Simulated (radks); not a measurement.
Results of a calculation; reference values are marked as such.
Spherical quantum dot in the effective-mass picture: electrons in a hard-walled sphere of radius 10.8, with a point charge +2 (a donor) at the centre, all in effective atomic units (hartree* = m*/eps^2 hartree, bohr* = eps/m* bohr), one dielectric constant everywhere. Level of theory: non-relativistic Kohn-Sham, r2SCAN, spin-polarised, spherical densities, generalised Kohn-Sham scheme (a radial shooting solver with Libxc functionals). Levels are named by radial order and angular momentum (1s, 1p, 1d, 2s, ...), and open shells are averaged over m. At N = 2 the configuration is 1s2. Does electron 3 go into 1p up or 2s up?

Answer. Into 2s up. The total energies of the other choices lie higher by 0.0310 hartree* (1p up).
